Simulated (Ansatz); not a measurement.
Consider the formal exchange of groups at the Si–O bond: `[SiH3]OB(S)Cl` + `ClC1C=C1` → `[SiH3]C1(Cl)C=C1` + `OB(S)Cl`.

Program: Ansatz. Geometries: PBE0-D4/def2-TZVP. ΔE: electronic, gas phase. CCSD(T)/CBS adds triple-zeta CCSD(T) − MP2 to the extrapolated MP2 energy (def2 sets, frozen cores). DFT in def2-TZVPP. B3LYP here is the variant with VWN-RPA as its local correlation; programs differ in this. Each species was taken in one conformer, which may not be the lowest.

```csv
level,ΔE (kcal/mol)
ωB97X-V,20.9
B2PLYP,21.6
PBE,17.7
B3LYP,21.7
HF/def2-TZVPP,26.4
CCSD/def2-TZVPP,21.8
CCSD(T)/def2-TZVPP,20.8
SCS-MP2/def2-QZVPP,21.9
```

(1) What does CCSD(T)/CBS give? (Best estimate.)

Largest T1 diagnostic among the species: 0.012.

Results:

(1) The calculation gave: +20.8 kcal/mol. The listed levels differ from it by 0.1, 0.8, -3.1, 0.9, 5.6, 1.0, 0.0, 1.1 kcal/mol.

In def2-TZVPP, CCSD(T) changes the Hartree–Fock value by −5.6 kcal/mol (the triples alone add −1.0 kcal/mol) and MP2 by −5.8 kcal/mol. From PBE to PBE0 (25 % exact exchange), in def2-TZVPP and without D4, ΔE moves by +1.6 kcal/mol.
